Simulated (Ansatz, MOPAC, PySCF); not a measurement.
Pair of molecules: NH3 (SMILES N) (first 4 atoms) with CH3F (SMILES CF); geometry from B3LYP-D3(BJ)/def2-TZVP, rigid monomers moved along the line of their centres of mass till H4···F6 is 2.05 Å.
(charge 0, multiplicity 1):
```xyz
9

N      0.00140    -0.17523     0.29842
H      0.23762    -0.88215    -0.38847
H     -0.14930     0.69280    -0.20279
H      0.81221    -0.04631     0.89497
C      0.09395    -0.52690     3.41665
F      1.32849    -0.15328     2.87389
H     -0.20797     0.23489     4.13593
H     -0.62509    -0.60002     2.60183
H      0.21655    -1.48895     3.91498
```

Monomers are frozen at their geometry in the pair; levels with a basis set take the counterpoise correction. Rows marked so take none.

Rows in 3-21G carry no dispersion term and start afresh at each structure. The state reached by PM3 isn't checked.

Codes used: Ansatz (a first-principles code) with Gaussian orbitals; MOPAC for PM3 (differences of heats of formation); PySCF for 3-21G rows, the dispersion terms. 

**Question.** One of these levels gives 52.0 meV for the interaction energy. Which?
A. PM3
B. HF/aug-cc-pVDZ
C. B3LYP/3-21G (no counterpoise)
D. PBE-D3(BJ)/def2-TZVPPD

**Answer.** A, PM3. The others give 5.8 (HF/aug-cc-pVDZ), -101.3 (PBE-D3(BJ)/def2-TZVPPD), -448.9 (B3LYP/3-21G (no counterpoise))
